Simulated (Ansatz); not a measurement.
Species: [In(CH3)3(NH3)] (charge 0, multiplicity 1).

Question: Give a relaxed geometry from B3LYP-D3(BJ)/def2-SVP (Ansatz, a program for electronic structure).

Answer: the end point of this relaxation.
Cartesian coordinates (Å) in one orientation:
```xyz
17

In     0.298     0.154     0.289
C     -0.510    -0.935     2.028
H     -1.561    -0.662     2.216
H      0.064    -0.691     2.937
H     -0.451    -2.026     1.880
C      2.056    -0.660    -0.763
H      1.994    -1.756    -0.856
H      2.980    -0.425    -0.210
H      2.154    -0.227    -1.772
C     -0.219     2.281     0.023
H      0.434     2.917     0.642
H     -1.260     2.481     0.325
H     -0.092     2.595    -1.026
N     -1.356    -0.698    -1.317
H     -2.285    -0.314    -1.136
H     -1.430    -1.715    -1.271
H     -1.105    -0.452    -2.276
```
